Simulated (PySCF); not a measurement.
Members of one family of related compounds. Method: PySCF, TDDFT B3LYP/def2-SVPD, vertical, gas phase, core orbitals frozen in the response. Geometries: GFN2-xTB; one conformer of each isolated species. Triplets are in the Tamm–Dancoff approximation.

Problem. Rank by computed lowest singlet excitation energy, lowest first.
A. `C=NC(=C)[Si@H](N)F`
B. `C=C(C(F)F)[Si@H](N)F`
C. `F[Si@@H](N)C(=C)C=C`
D. `C=C(CN)[Si@H](N)F`
E. `C=C(C[SiH3])[Si@H](N)F`

Solution. A (4.32 eV), D (5.00 eV), C (5.25 eV), B (5.46 eV), E (5.68 eV).

| SMILES | S1 (eV) | first f ≥ 0.01 (nm) | T1 (eV) | α (au) | f (S1) | S1 mainly |
| --- | --- | --- | --- | --- | --- | --- |
| C=NC(=C)[Si@H](N)F | 4.32 | 287 | 3.52 | 79.3 | 0.016 | H→L (83%) |
| C=C(CN)[Si@H](N)F | 5.00 | 206 | 4.25 | 78.1 | 0.000 | H→L (99%) |
| C=CC(=C)[Si@H](N)F | 5.25 | 236 | 3.26 | 83.7 | 0.013 | H-1→L (89%) |
| C=C(C(F)F)[Si@H](N)F | 5.46 | 180 | 4.42 | 70.5 | 0.002 | H→L (98%) |
| C=C(C[SiH3])[Si@H](N)F | 5.68 | 203 | 4.00 | 96.4 | 0.004 | H-1→L (72%) |

H and L stand for HOMO and LUMO.

- `C=NC(=C)[Si@H](N)F`: Löwdin shares by element: HOMO carbon 50%, nitrogen 35% or more; LUMO carbon 53%, nitrogen 26% or more (atoms not listed hold the other 22%).
- `C=C(CN)[Si@H](N)F`: Löwdin shares by element: HOMO nitrogen 58% or more, carbon 19% or more, hydrogen 6% or more (atoms not listed hold the other 18%); LUMO carbon 57% or more, silicon 14%, hydrogen 4% or more (atoms not listed hold the other 24%).
- `C=CC(=C)[Si@H](N)F`: Löwdin shares by element: HOMO carbon 86%; LUMO carbon 82% (atoms not listed hold the other 19%).
- `C=C(C(F)F)[Si@H](N)F`: Löwdin shares by element: HOMO nitrogen 63%, silicon 12%, hydrogen 12% or more; LUMO carbon 67% or more, silicon 6%, hydrogen 5% or more (atoms not listed hold the other 21%).
- `C=C(C[SiH3])[Si@H](N)F`: Löwdin shares by element: HOMO carbon 69%, silicon 8% or more (atoms not listed hold the other 23%); LUMO carbon 57% or more, silicon 11% or more, hydrogen 5% or more (atoms not listed hold the other 26%).
